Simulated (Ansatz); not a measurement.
The cluster Pd₄H₇ (the lowest doublet isomer of a short search). Total charge 0; doublet. Geometry PBE0-D4/def2-SVP, basis def2-TZVP, Ansatz.

```xyz
11

Pd   -0.468    1.683   -1.525
Pd    1.170    0.651    0.491
Pd    0.517   -1.840    1.514
Pd   -0.629   -0.880   -0.660
H    -0.673   -3.004    1.686
H    -0.328    3.384   -1.266
H    -0.952    0.071   -1.989
H     1.535   -0.433    1.714
H    -0.042   -3.387    1.214
H     0.457    3.080   -1.145
H    -0.587    0.674   -0.034
```

```json
{"run": "A", "HOMO (eV)": "-5.21", "LUMO (eV)": "-4.31"}
{"run": "B", "HOMO (eV)": "-6.07", "LUMO (eV)": "-3.38"}
{"run": "C", "HOMO (eV)": "-5.09", "LUMO (eV)": "-4.53"}
{"run": "D", "HOMO (eV)": "-5.31", "LUMO (eV)": "-4.89"}
{"run": "E", "HOMO (eV)": "-8.05", "LUMO (eV)": "-1.33"}
```

In the def2 sets Pd takes a core potential; there is no spin–orbit coupling. In the doublet, H6 and H10 lie 0.85 Å apart, H5 and H9 lie 0.88 Å apart (atoms count from 1), so H2 has formed as a molecule. No other spin state of charge 0 was run. The structure comes from a short search, and lower isomers may exist.

HOMO and LUMO are taken over both spins.

Question: The runs used LDA (SPW92), PBE, PBE0, r2SCAN, ωB97M-V. Estimate which is which.

Answer: A r2SCAN (0 % exact exchange); B PBE0 (25 % exact exchange); C PBE (0 % exact exchange); D LDA (SPW92) (0 % exact exchange); E ωB97M-V (range-separated). Exact exchange lowers occupied and raises empty levels; among semilocal functionals meta-GGAs tend to open the gap a little, and such runs are hard to tell apart. The gap grows from 0.42 eV (LDA (SPW92)) to 6.72 eV (ωB97M-V).
